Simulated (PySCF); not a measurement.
The dipole of `FC1=C[SiH2]C=C1` from its density and from atomic charges.

Coordinates (PBE0-D3(BJ)/def2-SVP, Å) and charges (e) from the PBE0/pcSseg-1 density (PySCF):

| atom | x | y | z | Mulliken | IAO | Hirshfeld | ESP-fitted |
| --- | --- | --- | --- | --- | --- | --- | --- |
| F1 | 2.619 | 0.132 | -0.078 | -0.2581 | -0.2563 | -0.0763 | -0.1877 |
| C2 | 1.299 | -0.012 | -0.036 | +0.2721 | +0.3022 | +0.0896 | +0.3872 |
| C3 | 0.661 | -1.194 | 0.013 | -0.4514 | -0.5202 | -0.1835 | -0.5967 |
| Si4 | -1.155 | -0.771 | 0.049 | +0.7387 | +0.7695 | +0.3321 | +0.5842 |
| C5 | -0.827 | 1.080 | -0.008 | -0.3669 | -0.4219 | -0.1335 | -0.4400 |
| C6 | 0.510 | 1.238 | -0.047 | -0.1654 | -0.1566 | -0.0493 | -0.1332 |
| H7 | 1.194 | -2.145 | 0.026 | +0.1321 | +0.1731 | +0.0514 | +0.2330 |
| H8 | -1.861 | -1.207 | 1.292 | -0.0743 | -0.1078 | -0.0696 | -0.1028 |
| H9 | -1.923 | -1.270 | -1.132 | -0.0742 | -0.1078 | -0.0696 | -0.1029 |
| H10 | -1.516 | 1.927 | -0.011 | +0.1267 | +0.1643 | +0.0527 | +0.2038 |
| H11 | 1.037 | 2.196 | -0.086 | +0.1208 | +0.1614 | +0.0558 | +0.1551 |

Compute μ = Σ q r for each scheme (1 e·Å = 4.803 D) and compare with the dipole of the full density.

The full density gives (-1.12, 0.40, 0.02) D, 1.19 D in size; dipole vectors point from the negative to the positive end.

```json
{"scheme": "Mulliken", "μx": "-4.24", "μy": "-1.24", "μz": "0.15", "size (D)": "4.42", "share of the full size (%)": "371", "angle to the full dipole (°)": "36"}
{"scheme": "IAO", "μx": "-3.41", "μy": "-0.44", "μz": "0.11", "size (D)": "3.44", "share of the full size (%)": "288", "angle to the full dipole (°)": "27"}
{"scheme": "Hirshfeld", "μx": "-0.96", "μy": "0.16", "μz": "0.02", "size (D)": "0.97", "share of the full size (%)": "82", "angle to the full dipole (°)": "10"}
{"scheme": "ESP-fitted", "μx": "-1.16", "μy": "0.39", "μz": "0.03", "size (D)": "1.23", "share of the full size (%)": "103", "angle to the full dipole (°)": "1"}
```

Which set comes closest?

Length of the difference vector: ESP-fitted 0.04 D, Hirshfeld 0.29 D, IAO 2.44 D, Mulliken 3.53 D. Closest: ESP-fitted. ESP charges are fitted to the potential around the molecule, whose slowest-falling term is the dipole's. 

What is left for the Hirshfeld atoms' own dipoles?

The shares of the density sum to the whole, so what Σ q r misses lies in dipoles about the nuclei. The atomic dipoles sum to (-1.12, 0.40, 0.02) − (-0.96, 0.16, 0.02) = (-0.16, 0.24, 0.00) D, 0.29 D in size.

With the origin at the mean of the coordinates, (0.003, -0.002, -0.002) Å, which are the largest single terms, by size, of the IAO dipole along the direction of the full one?

Si4 +3.08, F1 +2.98, C3 +2.55, C5 -2.32, C2 -1.78 D; all 11 atoms together +3.06 D. The single terms depend on the origin, their sum doesn't.

Give the size of the full dipole in other units.

1.19 D = 0.469 au = 0.248 e·Å = 3.97 × 10⁻³⁰ C·m.

Isolated species at its PBE0-D3(BJ)/def2-SVP geometry, gas phase.
